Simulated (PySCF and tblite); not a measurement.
Values are calculated unless marked as measured or tabulated.
System: C4H8BrFSi, numbered as in [F:1][C@@H:2]1[CH2:3][SiH2:4][C@@H:5]([Br:6])[CH2:7]1.

Geometries: GFN2-xTB; energies: revPBE/pcSseg-1 + D3(BJ); zero-point and thermal terms from GFN2-xTB harmonic modes (soft modes blended into free rotors). Rates follow Eyring's equation with the number of equivalent paths and no tunnelling. Programs: tblite and PySCF.

Spin–orbit effects of heavy atoms on shieldings are missing.

(1) How high is the barrier to the inversion of the 5-membered ring (2–3–4–5–7), through which structure does it pass, and what rate follows at 298 K?

Answers

(1) The electronic barrier is 2.7 kcal/mol and ΔG‡(298 K) 3.1 kcal/mol, over a C1 saddle (envelope) with an imaginary mode of 40i cm⁻¹ (GFN2-xTB). With 1 equivalent path, k is 3.1×10¹⁰ s⁻¹, a mean lifetime of the start of 32 ps against this motion. The end lies 0.2 kcal/mol below the start in free energy.
